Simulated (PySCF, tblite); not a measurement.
Compound: C₄H₅OP₃.
Atom-mapped SMILES: `[CH3:1][O:2][c:3]1[p:4][cH:5][p:6][cH:7][p:8]1` (hydrogens: H9, H10, H11 on C1; H12 on C5; H13 on C7)

Cartesian coordinates in Å at the PBE0-D3(BJ)/def2-SVP level; atoms count from 1:
```
atom  x, y, z in Å
C1     2.6160    0.1794   -0.1459
O2     1.6042   -0.7973   -0.1777
C3     0.3132   -0.4383   -0.0613
P4    -0.6985   -1.8888   -0.1497
C5    -2.3188   -1.3379    0.0043
P6    -3.1067    0.1959    0.2142
C7    -1.8093    1.3307    0.2495
P8    -0.0834    1.2677    0.1326
H9     2.6046    0.7365    0.8072
H10    2.5006    0.9018   -0.9728
H11    3.5672   -0.3569   -0.2514
H12   -3.0285   -2.1767   -0.0400
H13   -2.1521    2.3673    0.3772
```

Jobs on this species (13 atoms, 82 electrons) with PySCF (density fitting) and tblite. Hardware of each: an Arm Neoverse N1 with one thread (shared host). Times come from a shared host and carry two figures at best.

Task: Rank these jobs by wall time, shortest first.
A. GFN2-xTB; L-BFGS relaxation
B. PBE0/pcSseg-1, IEF-PCM chloroform; shieldings, ring-centre shieldings, charges and field gradients; 182 basis functions
C. PBE0-D3(BJ)/def2-SVP, grid level 1; geometry optimisation from a GFN2-xTB start shaken at random; 149 basis functions
D. CAM-B3LYP/def2-SVPD; 10 singlets by full TDDFT, 4 Tamm–Dancoff triplets, polarisability, dynamic polarisability, ΔSCF ions, density and orbital grids written; 215 basis functions

Result: A (0.72 s), B (48 s), C (2.0 min), D (8.6 min).

All jobs:

| level and settings | work | basis functions | SCF cycles | wall time |
| --- | --- | --- | --- | --- |
| GFN2-xTB | L-BFGS relaxation | – | – | 0.72 s |
| GFN2-xTB | Hessian by finite differences | – | – | 0.81 s |
| PBE0/pcSseg-1, IEF-PCM water | shieldings, ring-centre shieldings | 182 | 14 | 39 s |
| PBE0/pcSseg-1, IEF-PCM chloroform | shieldings, ring-centre shieldings, charges and field gradients | 182 | 14 | 48 s |
| KT3/pcSseg-1 | shieldings, ring-centre shieldings | 182 | 17 | 52 s |
| PBE0/pcSseg-1 | shieldings, ring-centre shieldings, charges and field gradients, density and orbital grids written | 182 | 15 | 55 s |
| CAM-B3LYP/def2-SVPD, IEF-PCM chloroform | 6 singlets by full TDDFT, polarisability | 215 | 15 | 68 s |
| PBE0-D3(BJ)/def2-SVP, grid level 1 | geometry optimisation from a GFN2-xTB start shaken at random | 149 | 55 | 2.0 min |
| CAM-B3LYP/def2-SVPD | 10 singlets by full TDDFT, 4 Tamm–Dancoff triplets, polarisability, dynamic polarisability, ΔSCF ions, density and orbital grids written | 215 | 15 | 8.6 min |

Task: What do all jobs in the table cost together?

Result: About 15 min; the longest takes about 57 % of that, and about 720 times as long as the shortest.
